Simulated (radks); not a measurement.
Values are calculated unless marked as measured or tabulated.
All-electron atom: In2+ in [Ar] 3d10 4s2 4p5 4d10 5s1 4f1 (not the ground configuration). Code: a radial shooting solver on a logarithmic mesh with Libxc functionals. Model: scalar-relativistic Kohn-Sham, PBE, spin-unpolarised, spherical densities, point nucleus.

Normalised radial functions P(r) = r R(r), r in bohr:

| r | 3p | 5s |
|---|---|---|
| 0.001891 | 0.0066 | 0.0339 |
| 0.002219 | 0.0088 | 0.0387 |
| 0.002583 | 0.0115 | 0.0437 |
| 0.003007 | 0.0150 | 0.0492 |
| 0.003529 | 0.0199 | 0.0556 |
| 0.004108 | 0.0260 | 0.0621 |
| 0.004783 | 0.0340 | 0.0689 |
| 0.005568 | 0.0443 | 0.0760 |
| 0.006534 | 0.0585 | 0.0836 |
| 0.007607 | 0.0760 | 0.0905 |
| 0.008855 | 0.0983 | 0.0969 |
| 0.01039 | 0.1284 | 0.1025 |
| 0.0121 | 0.1646 | 0.1060 |
| 0.01408 | 0.2096 | 0.1071 |
| 0.01653 | 0.2682 | 0.1047 |
| 0.01924 | 0.3358 | 0.0980 |
| 0.0224 | 0.4159 | 0.0860 |
| 0.02629 | 0.5135 | 0.0668 |
| 0.0306 | 0.6175 | 0.0417 |
| 0.03562 | 0.7285 | 0.0099 |
| 0.04181 | 0.8457 | -0.0296 |
| 0.04867 | 0.9465 | -0.0708 |
| 0.05666 | 1.0222 | -0.1116 |
| 0.06649 | 1.0546 | -0.1485 |
| 0.0774 | 1.0186 | -0.1710 |
| 0.09011 | 0.8968 | -0.1739 |
| 0.1057 | 0.6593 | -0.1494 |
| 0.1231 | 0.3261 | -0.0968 |
| 0.1433 | -0.0981 | -0.0182 |
| 0.1668 | -0.5785 | 0.0765 |
| 0.1958 | -1.0845 | 0.1746 |
| 0.2279 | -1.4951 | 0.2424 |
| 0.2653 | -1.7709 | 0.2619 |
| 0.3114 | -1.8666 | 0.2128 |
| 0.3625 | -1.7639 | 0.0991 |
| 0.422 | -1.5061 | -0.0607 |
| 0.4952 | -1.1389 | -0.2374 |
| 0.5765 | -0.7792 | -0.3634 |
| 0.6712 | -0.4728 | -0.4041 |
| 0.7876 | -0.2418 | -0.3277 |
| 0.9169 | -0.1096 | -0.1472 |
| 1.067 | -0.0420 | 0.1029 |
| 1.253 | -0.0124 | 0.3829 |
| 1.458 | -0.0031 | 0.6081 |
| 1.698 | -0.0006 | 0.7509 |
| 1.992 | -0.0001 | 0.7905 |
| 2.319 | 0.0000 | 0.7282 |
| 2.7 | 0.0000 | 0.5956 |
| 3.169 | 0.0000 | 0.4230 |
| 3.689 | 0.0000 | 0.2678 |
| 4.294 | 0.0000 | 0.1480 |
| 4.999 | 0.0000 | 0.0704 |
| 5.867 | 0.0000 | 0.0266 |
| 6.83 | 0.0000 | 0.0085 |
| 7.951 | 0.0000 | 0.0021 |
| 9.33 | 0.0000 | 0.0004 |
| 10.86 | 0.0000 | 0.0000 |
| 12.65 | 0.0000 | 0.0000 |
| 14.84 | 0.0000 | 0.0000 |
| 17.28 | 0.0000 | 0.0000 |

3p: eigenvalue -681.93 eV, 1 radial node at r = 0.139 bohr, <r> = 0.347 bohr, 90 % of the charge inside 0.522 bohr. 5s: eigenvalue -29.572 eV, 4 radial nodes at r = 0.0372, 0.148, 0.400, 1.01 bohr, <r> = 2.18 bohr, 90 % of the charge inside 3.16 bohr.
